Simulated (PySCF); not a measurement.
Correlation energy of P⁺ (phosphorus, charge +1)

[Ne] 3s2 3p2, high-spin 3P determinant. Calculation: PySCF 2.14, in def2-QZVPPD (10s6p5d2f1g, 76 functions); no relativity, point nucleus. Frozen: 1s2; 12 electrons correlated.

```tsv
level	correlation energy (mhartree)
CCSD	-271.33
(T)	-4.66
CCSD(T)	-275.99
```

Diagnostics: T1 = 0.0072, D1 = 0.0275, largest double amplitude 0.096.

Cost of the coupled-cluster step: of the order of 19 core-seconds, for 12 correlated electrons.

This basis was not built for core-valence correlation, so the inner-shell part is incomplete.
